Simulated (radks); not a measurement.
All-electron atom: Sc20+ in 1s0.5 2s0.5 (fractional occupations, a model configuration). All-electron calculation, Dirac Kohn-Sham, PBE, spin-unpolarised, spherical densities, finite nucleus; Fermi nuclear charge, rms radius 3.5459 fm. Program: a radial shooting solver on a logarithmic mesh with Libxc functionals. Some entries of the table are withheld. Estimate them.

orbital,occ.,eigenvalue (hartree),r(max) (bohr),<1/r> (bohr^-1)
1s1/2,0.5,-218.8110,0.04692,21.29
2s1/2,0.5,-53.42731,0.2488,5.270
2p1/2,0,-53.05929,0.1910,(1)
2p3/2,0,-52.74209,0.1927,(2)
3s1/2,0,-23.30828,(3),2.328

Answer. 
(1) 2p1/2 <1/r> (bohr^-1): 5.261
(2) 2p3/2 <1/r> (bohr^-1): 5.199
(3) 3s1/2 r(max) (bohr): 0.6253
